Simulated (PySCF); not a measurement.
Excitations are Tamm–Dancoff values on a coarser integration grid. The basis has no diffuse functions, so Rydberg states are missing or too high.

Cartesian coordinates (Å):
```xyz
10

O      1.6179    -0.4382    -0.4395
C      0.4758    -0.2782     0.3653
C     -0.8239    -0.6017    -0.2861
C     -0.4873     0.8330     0.0582
H      2.2469     0.2558    -0.2031
H      0.6105    -0.5643     1.4057
H     -1.5804    -1.1148     0.2937
H     -0.7762    -0.8781    -1.3313
H     -1.0095     1.3096     0.8789
H     -0.2316     1.4857    -0.7670
```
Charge 0, spin multiplicity 1.

Problem. What total energy, HOMO, S1 oscillator strength, HOMO–LUMO gap, dipole moment, LUMO, S1–T1 gap (TDA) and S1 excitation (TDA) does TPSSh-D3(BJ)/def2-TZVP run with PySCF give?

Solution. 
- total energy: -193.2032 Ha
- HOMO: -6.72 eV
- S1 oscillator strength: 0.001
- HOMO–LUMO gap: 7.71 eV
- dipole moment: 1.51 D
- LUMO: 0.99 eV
- S1–T1 gap (TDA): 0.29 eV
- S1 excitation (TDA): 7.11 eV
